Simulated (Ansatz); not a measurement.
`C[SiH2][AsH]O` → `O[AsH2]` + `C[SiH]`  (silylene formation by 1,1-elimination)

Program: Ansatz. Geometries: PBE0-D4/def2-TZVP. ΔE: electronic, gas phase. CCSD(T)/CBS is the MP2 limit (def2-TZVPP, def2-QZVPP) plus CCSD(T) − MP2 in def2-TZVPP, frozen cores. This one scheme is used for every species. Functionals use def2-TZVPP. B3LYP here is the variant with VWN-RPA as its local correlation; programs differ in this. For As outer-core shells are correlated without core-valence functions, which leaves a few kJ/mol of doubt a bond. Scalar relativity is left out up to krypton. One conformer a species, not always the lowest.

| level | ΔE (kJ/mol) |
| --- | --- |
| B3LYP-D4 | 258.0 |
| PBE0 | 266.7 |
| B3LYP | 241.6 |
| CCSD(T)/def2-TZVPP | 254.5 |

Task: What does CCSD(T)/CBS give? (An estimate is asked.)

Result: Ansatz gave: +262.0 kJ/mol. The listed levels differ from it by -4.0, 4.7, -20.4, -7.5 kJ/mol.

Largest T1 diagnostic among the species: 0.012.

The D4 term adds +16.4 kJ/mol with B3LYP and +9.1 kJ/mol with PBE0; it sums over pairs of atoms, weighted by their polarisabilities, and B3LYP, whose exchange is more repulsive, gets the larger term. From PBE to PBE0 (25 % exact exchange), in def2-TZVPP and without D4, ΔE moves by +8.9 kJ/mol. In def2-TZVPP, CCSD(T) changes the Hartree–Fock value by +17.9 kJ/mol (the triples alone add +4.8 kJ/mol) and MP2 by +37.4 kJ/mol.
